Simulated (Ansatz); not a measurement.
`N=C(N)BF` and `N=C(N)[TeH]` differ in one atom or group.

Ansatz, PBE0-D4/def2-TZVP geometries, multiplicity 1. Each molecule was computed in one conformer, which needn't be the lowest.

Elements past krypton have def2 core potentials.

```
                                      property  `N=C(N)BF`
             HOMO energy (PBE/def2-TZVPP) / eV       -5.93
zero-point energy (PBE0-D4/def2-TZVP) / kJ/mol       168.6
         LUMO energy (ωB97M-V/def2-TZVPP) / eV        0.26
            LUMO energy (PBE0/def2-TZVPP) / eV       -1.83
size of the dipole moment (PBE/def2-TZVPP) / D        1.69
            HOMO energy (PBE0/def2-TZVPP) / eV       -7.15
```

Give the same properties after the change, and the shifts. (Best estimate.)

Ansatz gave: 
```csv
property,`N=C(N)[TeH]`,shift
HOMO energy (PBE/def2-TZVPP) / eV,-5.42,0.51
zero-point energy (PBE0-D4/def2-TZVP) / kJ/mol,144.7,-23.9
LUMO energy (ωB97M-V/def2-TZVPP) / eV,0.76,0.50
LUMO energy (PBE0/def2-TZVPP) / eV,-1.07,0.76
size of the dipole moment (PBE/def2-TZVPP) / D,1.50,-0.19
HOMO energy (PBE0/def2-TZVPP) / eV,-6.52,0.63
```

With PBE0 the HOMO rises by 0.63 eV and the LUMO rises by 0.76 eV, so the gap widens by about 0.13 eV. PBE moves the HOMO by 0.51 eV and ωB97M-V by 0.75 eV. The zero-point energy changes by -23.9 kJ/mol with -3 modes. Dipoles are sizes alone; their direction can turn.

Spin–orbit coupling is left out; it splits and shifts lone-pair levels of the heavy atoms by tenths of an eV.
